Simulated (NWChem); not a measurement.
System: C3H5FSi; SMILES C#CC[SiH2]F

Input file for NWChem:

```
start job
memory heap 200 mb stack 900 mb global 1100 mb
geometry units angstroms noautosym nocenter noautoz
  C      0.686141    -2.545244     0.233592
  C     -0.041036    -1.637945    -0.106805
  C     -0.883063    -0.518360    -0.483139
  Si    -0.331167     1.109376     0.288099
  F      1.104191     1.539612    -0.339927
  H      1.327564    -3.355155     0.527334
  H     -1.929001    -0.692687    -0.170388
  H     -0.903179    -0.391167    -1.579972
  H     -1.316086     2.173270    -0.058549
  H     -0.175671     0.970294     1.760434
end
basis spherical
  * library pcsseg-1
end
dft
  xc bhlyp
  iterations 150
end
property
  shielding
end
task dft property
```

All runs use the structure optimised with PBE0/def2-SVP.

GIAO values for the isolated, static molecule; σ is the absolute isotropic shielding, δ = σ(reference) − σ with the isolated reference molecule computed at the same levels (13C: tetramethylsilane, 19F: trichlorofluoromethane, 1H: tetramethylsilane).

Atoms are numbered as in the input.

Problem. What results follow from this input? (BHandHLYP/pcSseg-1, GIAO.) Quantities: δ C1 (ppm); δ C2 (ppm); δ C3 (ppm); δ F5 (ppm); δ H6 (ppm); δ H9 (ppm); δ H10 (ppm).

Solution. 
```yaml
"δ C1 (ppm)": 75.4
"δ C2 (ppm)": 80.7
"δ C3 (ppm)": 5.8
"δ F5 (ppm)": -196.8
"δ H6 (ppm)": 2.01
"δ H9 (ppm)": 4.71
"δ H10 (ppm)": 4.84
```
